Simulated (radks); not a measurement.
The chlorine ion Cl+ inside a hard spherical wall (all orbitals vanish at R), configuration held at [Ne] 3s2 3p4 and not refilled when levels cross. Method: non-relativistic Kohn-Sham, LDA (Slater exchange, VWN5 correlation), spin-polarised, spherical densities, point nucleus; open shells are filled with parallel spins first; computed with a radial shooting solver on a logarithmic mesh with Libxc functionals. Eigenvalues in eV for spin up, with the zero of energy where the potential of the charges vanishes at infinity; a dash marks a level that is unbound or too diffuse for the functional's potential to be trusted. A positive occupied level is held by the wall or, in an anion where self-interaction has pushed it up, behind a barrier. The pressure on the wall is -dE/dV.

R (bohr)  E (hartree)  kinetic (hartree)    e(2s)    e(2p)    e(3s)    e(3p)  e(4s, empty)  e(3d, empty)  pressure (GPa)
free       -458.18456            457.313  -262.89  -204.52  -32.740  -20.314        -5.700        -4.531               0
15         -458.18456            457.313  -262.89  -204.52  -32.740  -20.314        -5.699        -4.531        < 0.0001
12         -458.18456            457.313  -262.89  -204.52  -32.740  -20.314        -5.693        -4.529        < 0.0001
8          -458.18455            457.313  -262.89  -204.52  -32.739  -20.313        -5.392        -4.446         0.00108
5          -458.17583            457.395  -262.50  -204.13  -32.477  -20.029        -0.797        -3.232            1.72
4          -458.11370            457.829  -260.87  -202.48  -31.384  -18.778         7.973        -0.768            21.6
3.5        -457.98326            458.577  -258.48  -200.05  -29.742  -16.854        18.151         2.190            80.5
3          -457.60851            460.379  -253.57  -195.06  -26.082  -12.561        37.595         7.903             317
2.5        -456.50278            464.751  -243.84  -185.11  -17.459   -2.679        77.130        19.411            1370
1.5        -440.70399            508.501  -187.26  -126.10   77.910   95.363        395.23        104.94           47700
